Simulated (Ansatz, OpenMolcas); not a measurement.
## How methods differ on AlNH3OF (SMILES [NH2][Al]([OH])[F])

AlNH3OF has 7 atoms, charge 0, and is taken as a singlet. As SMILES, `[NH2][Al]([OH])[F]`. The shape is that of a PBE0-D4/def2-TZVP optimisation. This is one conformer, not always the lowest.

```xyz
7

N    -0.5698    0.9268   -0.5308
Al   -0.1333   -0.6300    0.1518
O     1.3684   -1.0042    0.8190
F    -1.2656   -1.8221    0.1465
H    -1.4732    1.1302   -0.9251
H     0.0296    1.7323   -0.5867
H     2.1052   -0.4010    0.8795
```

Each level gives the energy change with the Al2–F4 bond stretched from 1.644 to 2.137 Å (eV). The values are calculated.

```tsv
level	kind	program	value (eV)	less CCSD(T)/cc-pVDZ	CPU time (all runs)
HF/cc-pVDZ (restricted)	Hartree–Fock	Ansatz	1.71	+0.24	3.8 s
SVWN5/cc-pVDZ (restricted)	LDA	OpenMolcas	1.52	+0.05	39 s
PBE/cc-pVDZ (restricted)	GGA	OpenMolcas	1.32	-0.15	57 s
B3LYP/cc-pVDZ (restricted)	global hybrid	OpenMolcas	1.48	+0.01	57 s
r2SCAN0/cc-pVDZ (restricted)	hybrid meta-GGA	Ansatz	1.60	+0.13	23 s
wB97M-V/cc-pVDZ (restricted)	range-separated hybrid	Ansatz	1.52	+0.05	2 min
PBE-QIDH/cc-pVDZ (restricted)	double hybrid	Ansatz	1.57	+0.10	16 s
RPA@PBE/cc-pVDZ (restricted)	RPA	Ansatz	1.37	-0.10	17 s
CCSD(T)/cc-pVDZ (restricted)	coupled cluster or CI	OpenMolcas	1.47	0.00	84 s
```

CCSD(T)/cc-pVDZ (restricted) is the highest level here, not the true value. The first shape isn't each level's own minimum. The values span 1.32 to 1.71 eV. Times are those of the runs behind each value, whatever else they computed, on shared processors of several kinds: orders of magnitude only.
